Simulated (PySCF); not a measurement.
Substituent chemical shifts

Parent skeleton `[F:1][C:2]([F:3])([F:4])[CH:5]1[CH2:6][CH2:7][CH2:8][CH2:9][CH2:10]1`; one hydrogen on atom 8 is replaced by X. Hydrogens on one atom are averaged.

All values are calculated (PySCF 2.14.0 with density-fitted response routines): coordinates at the PBE0-D3(BJ)/def2-SVP level, GIAO PBE0/pcSseg-1 shieldings. A single conformation, no relativistic terms, isolated molecule, one averaged value for each set of equivalent atoms.

δ = σ(ref) − σ, references computed at the same level: 19F (σref 177.25) against CFCl3; 13C (σref 184.41), 1H (σref 31.27) against TMS.

Question: Give δ (ppm) for X = BH2, ethynyl, CH3, Cl.

Answer: 
```tsv
X	SMILES	F1/F3/F4	C2	C5	C6/C10	C7/C9	C8	H(C5)	H(C6)/H(C10)	H(C7)/H(C9)
BH2	B[C@H]1CC[C@H](C(F)(F)F)CC1	-92.0	132.9	43.6	26.7	24.7	37.7	1.52	1.56	1.29
ethynyl	C#C[C@H]1CC[C@@H](C(F)(F)F)CC1	-91.7	132.9	43.7	21.9	32.2	27.5	1.43	1.71	1.54
CH3	C[C@H]1CC[C@@H](C(F)(F)F)CC1	-91.9	133.2	44.0	20.5	32.4	28.4	1.50	1.48	1.44
Cl	FC(F)(F)[C@H]1CC[C@@H](Cl)CC1	-91.4	132.7	42.9	19.9	34.8	62.4	1.47	1.75	1.70
```

Question: Which position responds most, and to which substituents?

Answer: C8: from 27.5 ppm with ethynyl to 62.4 ppm with Cl.

Unscaled 19F shifts against computed CFCl3 carry errors that often reach 10 to 50 ppm.
